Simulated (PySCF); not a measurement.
C2H7ClOSi2, SMILES C=C([SiH3])[Si@H](O)Cl.

The structure is a stationary point at PBE0-D3(BJ)/def2-SVP. The structure was generated by enumeration; whether it is a known compound was not checked. The values are those of a single conformer.

Method: SMD-B3LYP/6-31G* run with PySCF.

Solvation free energies are E(SMD) − E(gas) at the gas-phase geometry, for 1 M in both phases. In vacuum the dipole moment is 2.49 D.

Q: Rank water, chlorobenzene, benzene by solvation free energy, most negative first.

A: chlorobenzene (-4.2 kcal/mol), benzene (-3.5 kcal/mol), water (-2.3 kcal/mol)
